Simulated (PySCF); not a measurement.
## A small calculation by hand: entropy of an ideal gas

NbF₆, SMILES [F][Nb-]([F])([F])([F])([F])[F], charge -1, multiplicity 1.

Geometry: PBE0-D3(BJ)/def2-SVPD. The multiplicity is an assumed one; no other spin state was optimised. The isomer is the one that the SMILES or the coordinates give; other isomers of the formula were not compared. The def2 effective core potentials stand for the cores of Nb; spin–orbit coupling is left out.

PBE0-D3(BJ)/def2-SVPD (PySCF) gives the harmonic wavenumbers 119, 119, 119, 241, 241, 241, 265, 265, 265, 568, 568, 639, 639, 639, 672 cm⁻¹ and the rotational temperatures 0.0879, 0.0879, 0.0879 K. The molar mass is 206.90 g/mol, the symmetry number 24, the spin multiplicity 1.

Task: Work out the entropy at 298.15 K and 1 atm in the rigid-rotor, harmonic-oscillator model.

Result: 
Translation (Sackur–Tetrode at 1 atm): S = R[1.5 ln M + 2.5 ln T − 1.16487] = 175.2 J/(mol K).
Rotation: q = (√π/σ) T^1.5/√(θA θB θC) = 14600, S = R[ln q + 3/2] = 92.2 J/(mol K).
Vibration: with u = 1.4388 ν/T, each mode gives R[u/(e^u − 1) − ln(1 − e^−u)]:
```tsv
ν (cm⁻¹)	modes	u	S (J/(mol K))
119	3	0.57	39.12
241	3	1.16	22.54
265	3	1.28	20.44
568	2	2.74	4.25
639	3	3.08	4.86
672	1	3.24	1.43
```
These are all the modes. Sum 92.6 J/(mol K).
Spin: R ln 1 = 0.0 J/(mol K).
Total 360.1 J/(mol K); the program's own thermochemistry gives 360.0. Translation makes up 49 % and vibration 26 %. Anharmonicity, hindered rotation and orbital degeneracy are left out.
